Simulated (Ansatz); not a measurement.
Br2HSb, SMILES `[Br][SbH][Br]`, charge 0, multiplicity 1.

Q: Give a relaxed structure at PBE0-D4/def2-TZVP (Ansatz). (An estimate is asked.)

A: Ansatz gave: 
Z-matrix (Å, degrees):
```
Sb
Br 1 2.504
Br 1 2.504 2 100.0
H 1 1.715 2 92.8 3 -93.3
```
Point group Cs.
